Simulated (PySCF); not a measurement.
**[SbO2]+: one-bond stretch**

These are results of TPSS in PySCF with Sb def2-TZVP with ECP28, O def2-TZVP; scalar-relativistic core potentials, no spin–orbit coupling; density-fitted integrals, not measurements.

Rigid scan from the singlet minimum (Sb–O 1.781 Å (×2); O–Sb–O 180.0°). Coordinate: the bond from Sb to the last atom (O) scaled, the rest fixed. Energies in kJ/mol from the minimum.

(1) Predict the curve at 0.92, 0.96, 1.00, 1.05, 1.12, 1.20, 1.35, 1.55, 1.80, 2.20.

## Answers

(1) 
```json
{"scale of one bond": "0.92", "E (kJ/mol)": "52.1", "dipole size (D, about the centre of mass)": "0.27"}
{"scale of one bond": "0.96", "E (kJ/mol)": "11.3", "dipole size (D, about the centre of mass)": "0.12"}
{"scale of one bond": "1.00", "E (kJ/mol)": "0.0", "dipole size (D, about the centre of mass)": "0.00"}
{"scale of one bond": "1.05", "E (kJ/mol)": "13.0", "dipole size (D, about the centre of mass)": "0.12"}
{"scale of one bond": "1.12", "E (kJ/mol)": "59.5", "dipole size (D, about the centre of mass)": "0.23"}
{"scale of one bond": "1.20", "E (kJ/mol)": "128.7", "dipole size (D, about the centre of mass)": "0.28"}
{"scale of one bond": "1.35", "E (kJ/mol)": "253.1", "dipole size (D, about the centre of mass)": "0.20"}
{"scale of one bond": "1.55", "E (kJ/mol)": "362.9", "dipole size (D, about the centre of mass)": "–"}
{"scale of one bond": "1.80", "E (kJ/mol)": "414.1", "dipole size (D, about the centre of mass)": "–"}
{"scale of one bond": "2.20", "E (kJ/mol)": "419.8", "dipole size (D, about the centre of mass)": "–"}
```

At long bonds a restricted determinant can lie too high, and another spin state can fall below this curve.

Other isomers or separated fragments may lie lower.

The scan took 3.6 min on 2 threads of a shared Arm Neoverse N1 host; the process peaked at 0.9 GiB. Launch command: `OMP_NUM_THREADS=2 python axn.py task.json out`.
